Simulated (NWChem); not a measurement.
System: CH₄F₂Si; SMILES FC(F)[SiH3]

NWChem input:

```
start job
memory heap 200 mb stack 900 mb global 1100 mb
geometry units angstroms noautoz
  F     -0.144132     1.142379     1.100602
  C      0.391733     0.551282     0.000000
  F     -0.144132     1.142379    -1.100602
  Si    -0.045905    -1.322196     0.000000
  H      1.477520     0.765207     0.000000
  H      0.535532    -1.947882    -1.222568
  H      0.535532    -1.947882     1.222568
  H     -1.529641    -1.449025     0.000000
end
basis spherical
  F library def2-svp
  C library def2-svp
  Si library def2-svp
  H library def2-svp
end
dft
  xc xpbe96 cpbe96
  iterations 150
  mulliken
end
task dft energy
```

NWChem printed, in part:

```
             Northwest Computational Chemistry Package (NWChem) 7.3.0
             --------------------------------------------------------

 CS  symmetry detected

                             Geometry "geometry" -> ""
                             -------------------------

 Output coordinates in angstroms (scale by  1.889725989 to convert to a.u.)

  No.       Tag          Charge          X              Y              Z
 ---- ---------------- ---------- -------------- -------------- --------------
    1 F                    9.0000    -0.14089244    -1.12462201     1.10060200
    2 C                    6.0000     0.39160444    -0.53048901     0.00000000
    3 F                    9.0000    -0.14089244    -1.12462201    -1.10060200
    4 Si                  14.0000    -0.05667428     1.34047145     0.00000000
    5 H                    1.0000     1.47858973    -0.73823955     0.00000000
    6 H                    1.0000     0.52119729     1.96945190    -1.22256800
    7 H                    1.0000     0.52119729     1.96945190     1.22256800
    8 H                    1.0000    -1.54110714     1.45886569     0.00000000

 Effective nuclear repulsion energy (a.u.)     172.4340243773

      Symmetry information
      --------------------

 Group name             Cs
 Group number              2
 Group order               2
 No. of unique centers     6

  pbe96 is a nonlocal functional; adding pw91lda local functional.

                                 NWChem DFT Module
                                 -----------------

 Summary of "ao basis" -> "ao basis" (spherical)
 ------------------------------------------------------------------------------
       Tag                 Description            Shells   Functions and Types
 ---------------- ------------------------------  ------  ---------------------
 F                          def2-svp                 6       14   3s2p1d
 C                          def2-svp                 6       14   3s2p1d
 Si                         def2-svp                 8       18   4s3p1d
 H                          def2-svp                 3        5   2s1p

      Symmetry analysis of basis
      --------------------------

        a'         50
        a"         30

            General Information
            -------------------
          SCF calculation type: DFT
          Wavefunction type:  closed shell.
          No. of atoms     :     8
          No. of electrons :    42
           Alpha electrons :    21
            Beta electrons :    21
          Charge           :     0
          Spin multiplicity:     1
          Use of symmetry is: on ; symmetry adaption is: on
          Maximum number of iterations: 150
          AO basis - number of functions:    80
                     number of shells:    38
          Convergence on energy requested:  1.00D-06
          Convergence on density requested:  1.00D-05
          Convergence on gradient requested:  5.00D-04

              XC Information
              --------------
          PerdewBurkeErnzerhof Exchange Functional  1.000
            Perdew 1991 LDA Correlation Functional  1.000 local
           PerdewBurkeErnz. Correlation Functional  1.000 non-local

             Grid Information
             ----------------
          Grid used for XC integration:  medium
          Radial quadrature: Mura-Knowles
          Angular quadrature: Lebedev.
          Tag              B.-S. Rad. Rad. Pts. Rad. Cut. Ang. Pts.
          ---              ---------- --------- --------- ---------
          F                   0.50       49          10.0       434
          C                   0.70       49           8.0       434
          Si                  1.10       88           8.0       590
          H                   0.35       45          10.0       434
          Grid pruning is: on
          Number of quadrature shells:   321
          Spatial weights used:  Erf1

      Superposition of Atomic Density Guess
      -------------------------------------

 Sum of atomic energies:        -526.94549363

      Non-variational initial energy
      ------------------------------

 Total energy =    -528.101260
 1-e energy   =   -1074.368325
 2-e energy   =     373.833041
 HOMO         =      -0.310591
 LUMO         =       0.096338

      Symmetry analysis of molecular orbitals - initial
      -------------------------------------------------

  Numbering of irreducible representations:

     1 a'          2 a"

  Orbital symmetries:

     1 a'          2 a'          3 a"          4 a'          5 a'
     6 a'          7 a"          8 a'          9 a'         10 a"
    11 a'         12 a'         13 a"         14 a'         15 a'
    16 a"         17 a"         18 a'         19 a"         20 a'
    21 a'         22 a'         23 a"         24 a'         25 a'
    26 a'         27 a"         28 a'         29 a'         30 a"
    31 a'

     ---------------------------------------------
      Total Density - Mulliken Population Analysis
     ---------------------------------------------

    Atom       Charge   Shell Charges
 -----------   ------   -------------------------------------------------------
    1 F    9     9.43   1.99  1.14  0.77  3.46  2.06  0.00
    2 C    6     5.33   1.99  0.90  0.28  1.47  0.60  0.09
    3 F    9     9.43   1.99  1.14  0.77  3.46  2.06  0.00
    4 Si  14    13.63   2.00  1.99  1.03  0.28  5.94  1.17  1.10  0.12
    5 H    1     0.98   0.72  0.24  0.02
    6 H    1     1.07   0.69  0.37  0.01
    7 H    1     1.07   0.69  0.37  0.01
    8 H    1     1.07   0.70  0.36  0.01

   convergence    iter        energy       DeltaE   RMS-Dens  Diis-err
 ---------------- ----- ----------------- --------- --------- ---------
 d= 0,ls=0.0,diis     1   -528.8837073908 -7.01D+02  1.93D-02  9.62D-01
 d= 0,ls=0.0,diis     2   -528.6897909198  1.94D-01  1.14D-02  3.29D+00
 d= 0,ls=0.0,diis     3   -528.9891664539 -2.99D-01  1.58D-03  2.47D-02
 d= 0,ls=0.0,diis     4   -528.9906884242 -1.52D-03  7.89D-04  5.70D-03
 d= 0,ls=0.0,diis     5   -528.9911843288 -4.96D-04  2.50D-04  3.21D-04
  Resetting Diis
 d= 0,ls=0.0,diis     6   -528.9912347215 -5.04D-05  4.28D-05  7.18D-06
 d= 0,ls=0.0,diis     7   -528.9912358832 -1.16D-06  1.27D-05  2.19D-07
 d= 0,ls=0.0,diis     8   -528.9912358890 -5.76D-09  6.25D-06  1.93D-07

         Total DFT energy =     -528.991235888953
      One electron energy =    -1076.223542592771
           Coulomb energy =      423.116862411028
    Exchange-Corr. energy =      -48.318580084490
 Nuclear repulsion energy =      172.434024377279

 Numeric. integr. density =       42.000006581664

                  Occupations of the irreducible representations
                  ----------------------------------------------

                     irrep           alpha         beta
                     --------     --------     --------
                     a'               14.0         14.0
                     a"                7.0          7.0

                       DFT Final Molecular Orbital Analysis
                       ------------------------------------

 Vector   19  Occ=2.000000D+00  E=-3.198890D-01  Symmetry=a'
              MO Center= -5.4D-01,  1.5D+00,  8.9D-14, r^2= 2.4D+00
   Bfn.  Coefficient  Atom+Function         Bfn.  Coefficient  Atom+Function
  ----- ------------  ---------------      ----- ------------  ---------------
    76      0.371394  8 H  s                 50     -0.288150  4 Si px
    53     -0.209701  4 Si px                77      0.191921  8 H  s
    66     -0.189757  6 H  s                 71     -0.189757  7 H  s
    47      0.164619  4 Si px                67     -0.097727  6 H  s
    72     -0.097727  7 H  s                 51     -0.079870  4 Si py

 Vector   20  Occ=2.000000D+00  E=-3.158891D-01  Symmetry=a"
              MO Center=  2.6D-01,  1.2D+00, -6.3D-14, r^2= 3.4D+00
   Bfn.  Coefficient  Atom+Function         Bfn.  Coefficient  Atom+Function
  ----- ------------  ---------------      ----- ------------  ---------------
    66     -0.302915  6 H  s                 71      0.302915  7 H  s
    52      0.276943  4 Si pz                 5      0.175285  1 F  py
    33     -0.175285  3 F  py                67     -0.176106  6 H  s
    72      0.176106  7 H  s                 55      0.161391  4 Si pz
    49     -0.155327  4 Si pz                 6      0.132439  1 F  pz

 Vector   21  Occ=2.000000D+00  E=-2.530540D-01  Symmetry=a'
              MO Center=  1.7D-01, -3.2D-01,  4.2D-15, r^2= 2.5D+00
   Bfn.  Coefficient  Atom+Function         Bfn.  Coefficient  Atom+Function
  ----- ------------  ---------------      ----- ------------  ---------------
    19      0.290717  2 C  py                 5      0.274281  1 F  py
    33      0.274281  3 F  py                51     -0.256374  4 Si py
    61     -0.249611  5 H  s                 45      0.208894  4 Si s
     4     -0.203995  1 F  px                32     -0.203995  3 F  px
     8     -0.197441  1 F  py                36     -0.197441  3 F  py

 Vector   22  Occ=0.000000D+00  E=-1.796282D-03  Symmetry=a'
              MO Center=  5.0D-03,  1.4D+00, -2.8D-14, r^2= 3.8D+00
   Bfn.  Coefficient  Atom+Function         Bfn.  Coefficient  Atom+Function
  ----- ------------  ---------------      ----- ------------  ---------------
    54      1.339991  4 Si py                17      1.185171  2 C  s
    22      0.489982  2 C  py                62     -0.452873  5 H  s
    67     -0.402802  6 H  s                 72     -0.402802  7 H  s
    51      0.223733  4 Si py                19      0.222602  2 C  py
    46     -0.202583  4 Si s                 77     -0.176670  8 H  s

 Vector   23  Occ=0.000000D+00  E= 1.253891D-02  Symmetry=a'
              MO Center=  1.8D-02,  1.1D+00, -2.7D-13, r^2= 3.7D+00
   Bfn.  Coefficient  Atom+Function         Bfn.  Coefficient  Atom+Function
  ----- ------------  ---------------      ----- ------------  ---------------
    53      1.330165  4 Si px                77      1.189233  8 H  s
    67     -0.450882  6 H  s                 72     -0.450882  7 H  s
    17     -0.312983  2 C  s                 76      0.232511  8 H  s
    50      0.218836  4 Si px                45     -0.154290  4 Si s
     3      0.148462  1 F  s                 31      0.148462  3 F  s

 Vector   24  Occ=0.000000D+00  E= 1.326550D-02  Symmetry=a"
              MO Center=  2.2D-02,  9.0D-01,  3.1D-13, r^2= 3.6D+00
   Bfn.  Coefficient  Atom+Function         Bfn.  Coefficient  Atom+Function
  ----- ------------  ---------------      ----- ------------  ---------------
    55      1.134203  4 Si pz                67      0.853387  6 H  s
    72     -0.853387  7 H  s                 23      0.264897  2 C  pz
    52      0.241184  4 Si pz                20      0.225172  2 C  pz
     3     -0.187390  1 F  s                 31      0.187390  3 F  s
    66      0.182757  6 H  s                 71     -0.182757  7 H  s

     ---------------------------------------------
      Total Density - Mulliken Population Analysis
     ---------------------------------------------

    Atom       Charge   Shell Charges
 -----------   ------   -------------------------------------------------------
    1 F    9     9.19   1.99  1.14  0.78  3.34  1.94  0.01
    2 C    6     5.78   1.98  0.95  0.19  1.96  0.59  0.11
    3 F    9     9.19   1.99  1.14  0.78  3.34  1.94  0.01
    4 Si  14    13.74   2.00  1.98  1.10  0.24  5.92  1.37  0.99  0.15
    5 H    1     0.97   0.76  0.19  0.02
    6 H    1     1.05   0.73  0.31  0.01
    7 H    1     1.05   0.73  0.31  0.01
    8 H    1     1.03   0.73  0.29  0.01

     -------------------------------------------
      Total Density - Lowdin Population Analysis
     -------------------------------------------

    Atom       Charge   Shell Charges
 -----------   ------   -------------------------------------------------------
    1 F    9     9.09   1.98  1.02  0.74  3.21  2.12  0.01
    2 C    6     5.97   1.96  0.63  0.35  1.76  1.04  0.23
    3 F    9     9.09   1.98  1.02  0.74  3.21  2.12  0.01
    4 Si  14    13.63   2.00  1.93  0.70  0.35  5.82  1.37  1.23  0.24
    5 H    1     1.00   0.66  0.27  0.07
    6 H    1     1.08   0.63  0.42  0.02
    7 H    1     1.08   0.63  0.42  0.02
    8 H    1     1.07   0.63  0.41  0.03

     Multipole analysis of the density
     ---------------------------------

     L   x y z        total         alpha         beta         nuclear
     -   - - -        -----         -----         ----         -------
     0   0 0 0     -0.000000    -21.000000    -21.000000     42.000000

     1   1 0 0      0.386058      0.193029      0.193029      0.000000
     1   0 1 0      0.431663      0.215832      0.215832     -0.000000
     1   0 0 1     -0.000000     -0.000000     -0.000000      0.000000

     2   2 0 0    -21.942058    -22.446530    -22.446530     22.951002
     2   1 1 0     -0.811444      0.924137      0.924137     -2.659718
     2   1 0 1     -0.000000     -0.000000     -0.000000      0.000000
     2   0 2 0    -23.620028   -119.015714   -119.015714    214.411400
     2   0 1 1     -0.000000     -0.000000     -0.000000      0.000000
     2   0 0 2    -24.409914    -56.473996    -56.473996     88.538079
```

Level: PBE/def2-SVP. All runs use the structure optimised with PBE0/def2-SVP.
